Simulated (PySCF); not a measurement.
# Two-dimensional NMR puzzle

Compound of formula C6H7FO2. Correlations simulated from computed shifts and the bond graph:

HSQC (one-bond C–H):
| δH | δC |
| --- | --- |
| 6.30 | 146.6 |
| 5.96 | 103.6 |
| 4.96 | 109.8 |
| 4.10 | 77.2 |
| 3.16 | 25.7 |

COSY cross peaks (H two or three bonds apart, from the bond graph; peaks can be absent where the dihedral angle is near 90°):
| δH | δH |
| --- | --- |
| 6.30 | 4.96 |
| 4.96 | 3.16 |
| 4.10 | 3.16 |

HMBC (two and three bonds, from the bond graph):
| δH | δC |
| --- | --- |
| 6.30 | 160.8, 109.8, 25.7 |
| 5.96 | 160.8 |
| 4.96 | 146.6, 77.2, 25.7 |
| 4.10 | 160.8, 109.8, 25.7 |
| 3.16 | 160.8, 146.6, 109.8, 77.2 |

Carbons without hydrogens: δ 160.8.

- GFN2-xTB structure
- PBE0/pcSseg-1 with gauge-including orbitals
- run in PySCF 2.14.0 with density-fitted response routines
- non-relativistic, isolated molecule, fast rotation and ring inversion assumed for equivalent nuclei, one computed conformer

Scale: 1H (σref 31.72) and 13C (σref 186.93) vs TMS (reference shieldings calculated alike).

Exchangeable hydrogens are left out of these lists.

Which molecule is this?

Answers

`FCOC1=CCC=CO1`.

Atoms are numbered as in `[F:1][CH2:2][O:3][C:4]1=[CH:5][CH2:6][CH:7]=[CH:8][O:9]1` (H(Xn): hydrogen on atom n).

1. δC 160.8 is C4, an alkene carbon bearing oxygen.
2. δC 146.6 is C8, an alkene carbon bearing oxygen (δH 6.30).
3. δC 109.8 is C7, a β carbon of an enol-ether or enamine type C=C (δH 4.96).
4. δC 103.6 is C2, an sp3 CH2 bonded to F and O (δH 5.96).
5. δC 77.2 is C5, a β carbon of an enol-ether or enamine type C=C (δH 4.10).
6. δC 25.7 is C6, an allylic sp3 CH2 (δH 3.16).
7. HMBC from δH 6.30 reaches the proton-free carbon C4.
8. HMBC from δH 5.96 reaches the proton-free carbon C4.
9. HMBC from δH 4.10 reaches the proton-free carbon C4.
10. HMBC from δH 3.16 reaches the proton-free carbon C4.
11. COSY links 6.30–4.96, 4.96–3.16, 4.10–3.16.

The shifts were computed for this structure.

Shifts are as computed. Against solution values, carbons near 30 ppm lie about +3 ppm off and those near 130 ppm about +5 ppm. Of 1211 compounds with measured shifts, 218 miss one by over three times the rms of a fit or turn the order of signals round; such compounds aren't used in these exercises.
